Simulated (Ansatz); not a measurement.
Reaction (redistribution): `NBO[SiH3]` + `N=[CH][GeH2][SH]` → `N=CBN` + `[SiH3][O][GeH2][SH]`

Calculated with Ansatz (gas phase, PBE0-D4/def2-TZVP geometries, no zero-point term in ΔE). CCSD(T)/CBS adds triple-zeta CCSD(T) − MP2 to the extrapolated MP2 energy (def2 sets, frozen cores). DFT in def2-TZVPP. B3LYP here is the variant with VWN-RPA as its local correlation; programs differ in this. For Ge outer-core shells are correlated without core-valence functions, which leaves a few kJ/mol of doubt a bond. Scalar relativity is left out up to krypton. One conformer a species, not always the lowest.

```json
{"level": "r2SCAN-D4", "ΔE (kJ/mol)": "51.6"}
{"level": "B3LYP-D4", "ΔE (kJ/mol)": "51.1"}
{"level": "ωB97M-V", "ΔE (kJ/mol)": "51.9"}
{"level": "HF/def2-TZVPP", "ΔE (kJ/mol)": "51.6"}
```

Problem. What does CCSD(T)/CBS give? (An estimate is asked.)

Solution. The calculation gave: +49.9 kJ/mol. The listed levels differ from it by 1.7, 1.2, 2.0, 1.7 kJ/mol.

Largest T1 diagnostic among the species: 0.013.

The D4 term adds −3.3 kJ/mol with B3LYP and −1.8 kJ/mol with PBE0; it sums over pairs of atoms, weighted by their polarisabilities, and B3LYP, whose exchange is more repulsive, gets the larger term.
